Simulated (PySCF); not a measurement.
# From computed data to an observable: oscillator strength and radiative lifetime

Mg(I)(SMe) (CH3IMgS), SMILES C[S][Mg][I].

Geometry optimised at B3LYP-D3(BJ)/def2-SVP. The structure was generated by enumeration; whether it is a known compound was not checked. The def2 effective core potentials stand for the cores of I; spin–orbit coupling is left out. One conformer was computed; it need not be the lowest.

TDDFT-B3LYP/def2-SVPD run with PySCF puts the first singlet state with f over 0.02 at 4.58 eV (vertical), with the transition dipole (0.497, 0.143, 0.000) in atomic units.

Question: Find the oscillator strength, the wavelength and the radiative lifetime that this transition would have in vacuum if emission retraced absorption.

Answer: 
|μ|² = 0.2675 au, so |μ| = 1.31 D. ΔE = 4.58/27.211 = 0.1683 hartree. f = (2/3) ΔE |μ|² = 0.030 (the program prints 0.030).
λ = 1239.84/4.58 = 271 nm; ν = 36940 cm⁻¹.
Einstein's coefficient A = 0.6670 ν² f s⁻¹ (ν in cm⁻¹) = 2.7e7 s⁻¹, so τ = 1/A = 37 ns. This state is S3; the lower singlets have f = 0.012, 0.000. The figure is the radiative limit of this one transition; relaxation, internal conversion, crossing to triplets and a medium change what is measured.
